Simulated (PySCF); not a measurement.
A calculated (wB97X-V, PySCF 2.14, aug-cc-pVTZ, the non-relativistic Hamiltonian (point nucleus)) atom or ion has these occupied shells.

```tsv
shell	electrons	orbital energy (eV)	rms radius, mean of both spins (bohr)
1s α	1	-219.37	0.380
1s β	1	-218.94	0.380
2p α	1	-30.515	1.74
```

(1) Name the element and its charge.

Results:

(1) B²⁺ (boron, charge +2), in [He] 2p1, 2P determinant (an excited configuration).
